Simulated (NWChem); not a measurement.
The numbers come from NWChem runs, not from measurements. System: H6AlP, charge 0, spin multiplicity 1, at a geometry optimised with PBE/def2-SVP. The structure started from a generated list of species. Level: G0W0@PBE0/def2-TZVPP, RI basis def2-tzvpp-rifit.

The NWChem input:

```
start mol
memory heap 200 mb stack 700 mb global 1700 mb
geometry units angstroms nocenter noautoz
  Al     1.286435    -0.523234     0.000000
  H      1.157869    -1.334626     1.386548
  H      1.157869    -1.334626    -1.386548
  H      2.060447     0.890371     0.000000
  P     -1.064126     0.432658     0.000000
  H     -2.183390    -0.457379     0.000000
  H     -1.477284     1.274216    -1.079752
  H     -1.477284     1.274216     1.079752
  symmetry group Cs
end
basis spherical
  * library def2-tzvpp
end
basis "ri basis" bse spherical
  * library def2-tzvpp-rifit
end
dft
  xc pbe0
  iterations 100
  direct
  tolerances tight
end
task dft energy
gw
  method cdgw
  states alpha occ 4 vir 2
end
task dft gw
```

Output (cleaned and shortened):

```
             Northwest Computational Chemistry Package (NWChem) 7.3.0
             --------------------------------------------------------

                                NWChem Input Module
                                -------------------

 Scaling coordinates for geometry "geometry" by  1.889725989
 (inverse scale =  0.529177249)

 Turning off AUTOSYM since
 SYMMETRY directive was detected!

                             Geometry "geometry" -> ""
                             -------------------------

 Output coordinates in angstroms (scale by  1.889725989 to convert to a.u.)

  No.       Tag          Charge          X              Y              Z
 ---- ---------------- ---------- -------------- -------------- --------------
    1 Al                  13.0000     1.28643500    -0.52323400     0.00000000
    2 H                    1.0000     1.15786900    -1.33462600     1.38654800
    3 H                    1.0000     1.15786900    -1.33462600    -1.38654800
    4 H                    1.0000     2.06044700     0.89037100     0.00000000
    5 P                   15.0000    -1.06412600     0.43265800     0.00000000
    6 H                    1.0000    -2.18339000    -0.45737900     0.00000000
    7 H                    1.0000    -1.47728400     1.27421600    -1.07975200
    8 H                    1.0000    -1.47728400     1.27421600     1.07975200

 Effective nuclear repulsion energy (a.u.)      86.1280757037

            Nuclear Dipole moment (a.u.)
            ----------------------------
        X                 Y               Z
 ---------------- ---------------- ----------------
    -0.0000151178     0.0000000000     0.0000000000

      Symmetry information
      --------------------

 Group name             Cs
 Group number              2
 Group order               2
 No. of unique centers     6

      Symmetry unique atoms

     1    2    4    5    6    7


 Summary of "ao basis" -> "" (spherical)
 ------------------------------------------------------------------------------
       Tag                 Description            Shells   Functions and Types
[...]
         130.234423704991         364.677437474814           0.000000000000
           0.000000000000           0.000000000000         417.636604337681

     Multipole analysis of the density
     ---------------------------------

     L   x y z        total         alpha         beta         nuclear
     -   - - -        -----         -----         ----         -------
     0   0 0 0     -0.000000    -17.000000    -17.000000     34.000000

     1   1 0 0     -1.496623     -0.748304     -0.748304     -0.000015
     1   0 1 0      0.608365      0.304182      0.304182      0.000000
     1   0 0 1     -0.000000     -0.000000     -0.000000      0.000000

     2   2 0 0    -21.866558   -108.348429   -108.348429    194.830299
     2   1 1 0     -1.060959     34.606342     34.606342    -70.273644
     2   1 0 1      0.000000      0.000000      0.000000      0.000000
     2   0 2 0    -24.050022    -37.341386    -37.341386     50.632749
     2   0 1 1      0.000000      0.000000      0.000000      0.000000
     2   0 0 2    -24.480539    -23.269072    -23.269072     22.057605

 Task  times  cpu:       13.2s     wall:       13.2s

                                NWChem Input Module
                                -------------------

                                 NWChem GW Module
                                 ----------------

                             ***********************
                             ***        GW       ***
                             ***********************

 Summary of "ri basis" -> "ri basis" (spherical)
 ------------------------------------------------------------------------------
       Tag                 Description            Shells   Functions and Types
 ---------------- ------------------------------  ------  ---------------------
 Al                     def2-tzvpp-rifit            33      123   11s8p7d5f2g
 H                      def2-tzvpp-rifit            10       30   4s3p2d1f
 P                      def2-tzvpp-rifit            33      123   11s8p7d5f2g

                 Memory Information
                 ------------------
          Available GA per process is          1699.8 MBs
          Available stack per process is        700.0 MBs
          Available heap per process is           0.0 MBs

          Peak memory in Initialization
              Peak GA per process is                 12.0 MBs
              Peak stack per process is               0.4 MBs
              Peak heap per process is               12.5 MBs
              Memory not in MA per process            0.0 MBs

          Peak memory in CDGW Calculation
              Peak GA per process is                 15.0 MBs
              Peak stack per process is               2.8 MBs
              Peak heap per process is                3.3 MBs
              Memory not in MA per process            0.0 MBs

          Computing 2-center integrals
          Computing Inverse Cholesky factor
          Computing 3-center integrals
          Computing Vxc

          Computing Sigma_x
          Computing W(iw) on the imaginary grid
          Solving quasiparticle equations

                  Alpha Orbitals
          State     Energy (eV)     Error (eV)
          -----------------------------------
@GW        14        -13.751           0.001
@GW        15        -10.997           0.005
@GW        16        -10.125           0.001
@GW        17        -10.124           0.002
@GW        18          1.634           0.001
@GW        19          1.632           0.004

     GW Timing Statistics
   ------------------------
   Init.   :          0.1s
     ERIs  :          1.2s
     Distr.:          0.0s
     Vxc   :          1.5s
   Vmo     :          0.0s
   iW      :          2.7s
   I_n     :          0.0s
   R_n     :          0.3s
   GW total:          5.8s

 Task  times  cpu:        5.8s     wall:        5.8s

 Total times  cpu:       19.1s     wall:       19.1s
```
